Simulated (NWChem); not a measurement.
Molecule: SiHCl₂F; SMILES F[SiH](Cl)Cl

Computed with NWChem. All runs use the structure optimised with PBE0/def2-SVP. Level: PBE/def2-SVP with SMD (1 M gas to 1 M solution), gas-phase geometry. Reactions with the solvent are ignored.

For solvent water:

- solvation free energy (kcal/mol) = 0.8
- cavity-dispersion-structure term (kcal/mol) = 2.1

### Question
Estimate the same quantities for solvent ethylene glycol.

### Answer
- solvation free energy (kcal/mol) = -1.3
- cavity-dispersion-structure term (kcal/mol) = -0.1
